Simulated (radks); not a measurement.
Results of a calculation; reference values are marked as such.
Problem. Neutral molybdenum: order these configurations by energy. Level of theory: scalar-relativistic Kohn-Sham, PBEsol, spin-polarised, spherical densities, finite nucleus; Fermi nuclear charge, rms radius of each element as measured or else 0.836 A^(1/3) + 0.57 fm (a radial shooting solver on a logarithmic mesh with Libxc functionals). Open shells are filled with parallel spins first. [Kr] 4d4 5s1 5p1; [Kr] 4d4 5s2; [Kr] 4d5 5p1; [Kr] 4d5 5s1; [Kr] 4d6.

Solution. From the lowest, in eV above it: [Kr] 4d5 5s1 0.000; [Kr] 4d4 5s2 2.299; [Kr] 4d6 3.234; [Kr] 4d5 5p1 3.468; [Kr] 4d4 5s1 5p1 4.272.
